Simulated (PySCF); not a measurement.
C₆ coefficients of unlike pairs at BHandHLYP

Calculated with PySCF 2.14 from the dipole response of each species, C₆(A,B) = (3/π) ∫ α_A(iu) α_B(iu) du, in atomic units, from isotropic polarisabilities. For ions this is the dispersion term alone; charge-induced terms of lower order in 1/R come first.

```csv
species,configuration,basis,relativity,α (bohr³),C₆ (like pair)
Ar²⁺,[Ne] 3s2 3p4 (3P),aug-cc-pVQZ-DK (7s6p4d3f2g),spin-free X2C,4.742,16.65
W,[Xe] 4f14 5d4 6s2 (5D),aug-cc-pVQZ-PP with ECP60MDF (7s7p6d4f3g2h),core potential,74.29,917.8
Ag²⁺,[Kr] 4d9 (2D),"x2c-TZVPPall with one added diffuse shell each of s, p, d, f type (9s7p7d3f1g)",spin-free X2C,5.797,29.61
```

Question: Estimate C₆ for W with Ar²⁺.

Answer: The integral gives 103.2. The combination rule 2 C_A C_B / (C_A α_B/α_A + C_B α_A/α_B) gives 95.68 and the geometric mean 123.6.

No spin-orbit coupling is included.

The other pairs:

| pair | C₆ |
| --- | --- |
| Ag²⁺, Ar²⁺ | 21.95 |
| Ag²⁺, W | 130.1 |
